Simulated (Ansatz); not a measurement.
`[F][Al]([F])[SeH]` + `[Cl][GaH][Cl]` → `[Cl][Ga]([Cl])[SeH]` + `[F][AlH][F]`  (formal exchange of groups at the Se–Al bond)

Computed with Ansatz on PBE0-D4/def2-TZVP structures; ΔE is electronic, products minus reactants. CCSD(T)/CBS adds triple-zeta CCSD(T) − MP2 to the extrapolated MP2 energy (def2 sets, frozen cores). This one scheme is used for every species. Functionals use def2-TZVPP. For Ga, Se outer-core shells are correlated without core-valence functions, which leaves a few kJ/mol of doubt a bond. Scalar relativity is left out up to krypton. Each species was taken in one conformer, which may not be the lowest.

`[F][Al]([F])[SeH]`:

```xyz
5

F    -1.677    1.150   -0.852
Al   -0.274    0.458   -0.371
F     1.141    1.022   -0.970
Se   -0.329   -1.273    1.121
H     1.139   -1.356    1.072
```

`[Cl][GaH][Cl]`:

```xyz
4

Cl    1.394   -0.513    1.391
Ga   -0.017    0.178   -0.044
Cl   -1.217   -1.337   -0.934
H    -0.160    1.672   -0.413
```

`[Cl][Ga]([Cl])[SeH]`:

Cartesian coordinates in Å:
```
Cl -1.397 -2.105 -0.731
Ga -0.090 -0.538 -0.136
Cl 1.964 -1.014 0.149
Se -0.909 1.586 0.179
H 0.431 2.071 0.539
```

`[F][AlH][F]`:

Cartesian coordinates in Å:
```
F 1.230 0.215 -1.036
Al 0.005 -0.017 0.027
F -1.457 0.631 -0.332
H 0.223 -0.830 1.340
```

```tsv
species	CAM-B3LYP energy (Eh)
`[F][Al]([F])[SeH]`	-2844.66198
`[Cl][GaH][Cl]`	-2846.13579
`[Cl][Ga]([Cl])[SeH]`	-5247.86257
`[F][AlH][F]`	-442.92993
```

Problem. Work out ΔE.

Solution. ΔE = (-5247.86257) + (-442.92993) − (-2844.66198) − (-2846.13579) = 0.00527 Eh = +0.14 eV. CCSD(T)/CBS gives +0.12 eV.

Largest T1 diagnostic among the species: 0.013.

The D4 term adds −0.04 eV with B3LYP and −0.02 eV with PBE0; it sums over pairs of atoms, weighted by their polarisabilities, and B3LYP, whose exchange is more repulsive, gets the larger term. Leaving LDA and LC-ωPBE aside and taking each functional with its dispersion term where it has one, the values, not all of them listed here, spread over 0.08 eV, from BLYP-D4 to r2SCAN-D4. At CCSD(T), def2-SVP lies −0.05 eV from the extrapolated value and def2-TZVPP −0.02 eV.

B3LYP here is the variant with VWN-RPA as its local correlation; programs differ in this.
